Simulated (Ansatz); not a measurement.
```xyz
2

Ti    0.0000    0.0000   -0.3897
O     0.0000    0.0000    1.0716
```

Basis set: 6-31G* (spherical functions). Frozen core: 6 orbitals. Charge 0, multiplicity 3.

Computed with Ansatz (development build ahead of 0.2.0); each method stands on the lowest determinant of its kind that the runs found.

(1) Give the atomization energy at this shape (free ground-state atoms in the same class of orbitals less the molecule, no zero-point energy) of triplet TiO by UHF-MP2, UHF.

## Answers

(1)

| method | atomization energy |
| --- | --- |
| UHF-MP2 | 607.8 kJ/mol |
| UHF | 178.4 kJ/mol |

Caution: the shape is not the minimum.
